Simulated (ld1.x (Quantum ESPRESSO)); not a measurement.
Ranking ultrasoft potentials for He (Z = 2)

All share these settings but for the change named:

ld1.x (Quantum ESPRESSO) 7.5 input, shortened:

```
&input
   title='He', zed=2., rel=0, dft='PW91', iswitch=3,
   config='[He] 2p-2'
 /
 &inputp
   pseudotype=3, tm=.true., lloc=1,
   nlcc=.false.,
   which_augfun='PSQ', rmatch_augfun=0.55
 /
3
1S  1  0   2.00   0.00  0.65  0.80  0.0
1S  1  0   0.00  -0.70  0.65  0.80  0.0
2P  2  1  -2.00   0.20  0.65  0.65  0.0
 &test
   configts(1)='1s2'
 /
```

Cutoff: the first of the cutoffs (Ry, on a coarse ladder) from which the occupation-weighted sum of valence levels, in a spherical-Bessel basis at the reference potential, stays within 10 and 1 mRy of its value at 400 Ry; the density cutoff is not measured.

The base gives 60 Ry.

Of 7 variants that were run, those that failed, showed a ghost or another fault, or gave nearly equal values are left out.

Question: Rank these variants from softest to hardest (loose cutoff).
A. all radii scaled by about 0.83 (s 0.66, p 0.54 bohr, rcut 0.54/0.54); augmentation PSQ, radius 0.46 bohr
B. all radii scaled by about 0.95 (s 0.76, p 0.62 bohr, rcut 0.62/0.62); augmentation PSQ, radius 0.52 bohr
C. all radii scaled by about 1.10 (s 0.88, p 0.72 bohr, rcut 0.72/0.72); augmentation PSQ, radius 0.60 bohr
D. all radii scaled by about 1.30 (s 1.04, p 0.84 bohr, rcut 0.84/0.84); augmentation PSQ, radius 0.72 bohr
E. all radii scaled by about 1.20 (s 0.96, p 0.78 bohr, rcut 0.78/0.78); augmentation PSQ, radius 0.66 bohr

Answer: D (35 Ry), E (40 Ry), C (50 Ry), B (70 Ry), A (80 Ry).
